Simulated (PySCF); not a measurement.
CHCl, SMILES Cl[CH] (connectivity only; charge and spin as stated), neutral, multiplicity 1. Coordinates come from a ωB97X-D3(BJ)/def2-TZVPD optimisation. The isomer is the one that the SMILES or the coordinates give; other isomers of the formula were not compared.

TDA-M06-2X/def2-TZVPD (PySCF) puts the lowest singlet excitations at 1.63, 5.45, 5.89, 6.52, 7.07, 7.15 eV.

What are the lowest excitation roots from PySCF with ADC(3)/aug-cc-pVDZ? (The exact figures need the calculation; the answer reports its results.)

1.82, 3.79, 5.69, 5.99, 6.43, 6.94 eV. S1 differs by 0.19 eV (second minus first; roots are paired by order, and the bases may differ).
